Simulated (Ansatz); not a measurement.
Computed with Ansatz on PBE0-D4/def2-TZVP structures; ΔE is electronic, products minus reactants. CCSD(T)/CBS adds triple-zeta CCSD(T) − MP2 to the extrapolated MP2 energy (def2 sets, frozen cores). Functionals use def2-TZVPP. For Ge outer-core shells are correlated without core-valence functions, which leaves a few kJ/mol of doubt a bond. Scalar relativity is left out up to krypton. One conformer a species, not always the lowest.

Consider the isomerisation: `[GeH3][CH]1N[SiH2]1` → `[NH2][GeH]1[CH2][SiH2]1`.

Is it downhill or uphill in electronic energy at CCSD(T)/CBS, and by how much? (Best estimate.)

Ansatz gave: Downhill: ΔE = -61.1 kJ/mol.

What do these levels give: r2SCANh-D4, ωB97M-V, PBE-QIDH, revPBE, BLYP, BHLYP, CCSD/def2-SVP, SCS-MP2/def2-TZVPP, CCSD/def2-TZVPP, CCSD(T)/def2-TZVPP, HF/def2-QZVPP, MP2/CBS(def2)? (Best estimate.)

The calculation gave: r2SCANh-D4 -61.3, ωB97M-V -54.5, PBE-QIDH -61.8, revPBE -62.0, BLYP -54.9, BHLYP -55.2, CCSD/def2-SVP -48.6, SCS-MP2/def2-TZVPP -52.4, CCSD/def2-TZVPP -56.8, CCSD(T)/def2-TZVPP -57.7, HF/def2-QZVPP -46.5, MP2/CBS(def2) -61.3 kJ/mol.

Largest T1 diagnostic among the species: 0.012.

In def2-TZVPP, CCSD(T) changes the Hartree–Fock value by −9.3 kJ/mol (the triples alone add −1.0 kJ/mol) and MP2 by −9.5 kJ/mol. At CCSD(T), def2-SVP lies +12.6 kJ/mol from the extrapolated value and def2-TZVPP +3.4 kJ/mol. Leaving LDA and LC-ωPBE aside and taking each functional with its dispersion term where it has one, the values, not all of them listed here, spread over 12.5 kJ/mol, from HSE06-D4 to CAM-B3LYP-D4.
